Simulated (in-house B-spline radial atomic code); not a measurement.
N5+: 1s2

Method: non-relativistic AM05, spin-polarised, spherical fractional occupations, point nucleus. Calculated with a B-spline radial code for spherical atoms.

Screening seen three ways: the hydrogenic charge with the same mean radius, Z_r = [3n² - l(l+1)]/(2<r>), the one with the same energy, Z_e = n√(-2ε), and Slater's rules. Values are occupation-weighted means over spin.

| shell | electrons | ε (eV) | <r> (bohr) | Z_r | Z_e | Slater |
| --- | --- | --- | --- | --- | --- | --- |
| 1s | 2 | -507.92 | 0.2281 | 6.58 | 6.11 | 6.70 |

The least bound orbital is 1s at -507.9 eV, and it is also the most diffuse (<r> = 0.2281 bohr).
